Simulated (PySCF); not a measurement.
Si¹⁰⁺: ionisation energy

Si¹⁰⁺ [He] 2s2 → Si¹¹⁺ [He] 2s1 [2s1/2^1, M_J = 1/2], as a difference of total energies. Computed with PySCF 2.14 in an even-tempered Gaussian basis (17 s from 1.4 bohr⁻², ratio 2.4; 10 p from 1.9 bohr⁻², ratio 2.4; 5 d from 6.4 bohr⁻², ratio 2.6; 5 f from 9.6 bohr⁻², ratio 2.6), with the two-component X2C-1e Hamiltonian. Correlated levels: nothing frozen; the 28 highest virtual spinors dropped. "Screened" scales the spin-orbit matrix elements by Boettger's factors to mimic the two-electron term; Breit and QED terms are absent.

```
                    method  ionisation energy (eV)
 GHF (screened spin-orbit)                  471.63
GMP2 (screened spin-orbit)                  474.42
```

Task: How much does correlation contribute at GMP2 (screened spin-orbit)?

Result: 474.42 − (471.63) = 2.79 eV, measured against GHF (screened spin-orbit).

For comparison: 476.27 eV (semi-empirical (NIST evaluation); NIST Atomic Spectra Database, ionization energies).
